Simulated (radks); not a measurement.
The numbers below are computed, except where a source is named.
All-electron atom: Kr VI in [Ar] 3d10 4s2 4p1. Level of theory: scalar-relativistic Kohn-Sham, PBEsol, spin-polarised, spherical densities, finite nucleus; open shells are filled with parallel spins first; Fermi nuclear charge, rms radius 4.1884 fm (a radial shooting solver on a logarithmic mesh with Libxc functionals).

Radial electron density D(r) = 4 pi r^2 rho(r):

r (bohr)  D(r) (e/bohr)   spin D(r)
0.004485          6.828  -0.0000985
0.005097          8.363   -0.000113
0.005793          10.18   -0.000126
0.006637          12.46   -0.000134
0.007543          14.94   -0.000130
0.008573          17.77   -0.000106
0.009744          20.91  -0.0000454
0.01116           24.56   0.0000829
0.01269           28.20    0.000300
0.01442           31.90    0.000662
0.01639           35.52     0.00124
0.01863           38.83     0.00214
0.02134           41.75     0.00360
0.02426           43.70     0.00564
0.02757           44.68     0.00855
0.03133           44.59      0.0126
0.0359            43.40      0.0185
0.0408            41.52      0.0257
0.04637           39.38      0.0347
0.0527            37.60      0.0454
0.0599            36.83      0.0572
0.06862           37.70      0.0696
0.07799           40.28      0.0793
0.08864           44.22      0.0846
0.1007            48.59      0.0830
0.1154            52.30      0.0716
0.1312            53.54      0.0519
0.1491            51.79      0.0268
0.1695            47.19     0.00329
0.1926            40.89    -0.00872
0.2207            34.46     0.00187
0.2508            30.62      0.0386
0.285             29.95      0.0957
0.324             31.98       0.156
0.3712            35.21       0.196
0.4218            36.96       0.190
0.4794            35.89       0.137
0.5449            31.73      0.0584
0.6193            25.44    -0.00189
0.7096            18.22     0.00747
0.8064            12.39       0.116
0.9166            8.260       0.315
1.042             5.762       0.554
1.193             4.305       0.771
1.356             3.423       0.866
1.542             2.621       0.819
1.752             1.809       0.654
1.991             1.081       0.439
2.282            0.5197       0.235
2.593            0.2152       0.107
2.947           0.07244      0.0400
3.35            0.01931      0.0118
3.838          0.003556     0.00239
4.362         0.0005353    0.000393

D(r) has 3 maxima, at r = 0.0292, 0.130, 0.432 bohr, and minima at 0.0604, 0.274 bohr, inside which lie 2.07, 11.03 electrons.
